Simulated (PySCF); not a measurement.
Electron correlation in Cr⁺ (chromium, charge +1)

[Ar] 3d4 4s1, high-spin 6D determinant (an excited configuration). Computed with PySCF 2.14 in x2c-TZVPPall with one added diffuse shell each of s, p, d, f type (7s6p5d3f1g, 80 functions), with scalar relativity by spin-free X2C-1e. Frozen: [Ne]; 13 electrons correlated.

```
  level  correlation energy (mhartree)
   CCSD                        -364.98
    (T)                          -7.58
CCSD(T)                        -372.56
```

Diagnostics: T1 = 0.0094, D1 = 0.0325, largest double amplitude 0.016.

Problem. Is a single reference adequate?

Solution. Yes: T1 lies below 0.03 and no double amplitude reaches 0.07.

This basis was not built for core-valence correlation, so the inner-shell part is incomplete.
